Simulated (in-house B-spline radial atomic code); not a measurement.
## RPA and G0W0 on Hartree-Fock: neutral antimony

Configuration [Kr] 4d10 5s2 5p3, highest spin, mean-field start Hartree-Fock. Computed with an all-electron radial atomic-structure program (B-spline basis): all electrons, non-relativistic, point nucleus, each spin shell either full or empty, empty states to l = 9 with an (l + 1/2)⁻⁴ tail; G0W0 by contour deformation at full frequency.

Without relativity these are model numbers: it shifts the levels of so heavy an element strongly and can reorder them.

Command:
```bash
python run_gw.py task.json out
```
Settings (radii: box in bohr, nucleus in fm):
```
Z                        51
electrons                51
configuration            [Kr] 4d10 5s2 5p3
hamiltonian              nr
method                   hf
lmax                     9
spin_polarised           True
box_radius               40
intervals                57
```

Cost of the run: 8.6 s on 1 thread of Arm Neoverse N1, with other jobs on the host.

Energies (hartree):

| term | value |
| --- | --- |
| mean-field total | -6313.48705 |
| Hartree-Fock functional on these orbitals | -6313.48705 |
| direct second order | -3.9637 |
| second-order exchange | 1.1012 |
| SOSEX correction | 1.037 |

(1) What is the RPA correlation energy, and what remains with SOSEX?

Quasi-particle levels (eV):

```
  level  occupied  mean field  Σx - vxc     Σc  QP weight     G0W0
  5p up       yes      -9.136      0.00      ?          ?        ?
5s down       yes     -12.759      0.00  -1.61      0.931  -14.369
```

G0W0 = mean field + (Σx - vxc) + Σc, with Σc (partial-wave tail included) taken at the quasi-particle energy. Only the outer levels were computed. Levels of low weight are left out.

(2) Where does G0W0 put 5p up?

Results:

(1) RPA gives -3.5475 hartree (-1.89 eV per electron); RPA + SOSEX gives -2.5104, and the second-order doubles (MP2) -2.8625 hartree. SOSEX takes back 29 % of the RPA value.

(2) At -9.577 eV, with Σc = -0.44 eV and a quasi-particle weight of 0.945. The tabulated removal energy is 8.608 eV (NIST, measured); the calculation leaves out relativity, Breit and QED terms, and what these don't explain is the method's own error.
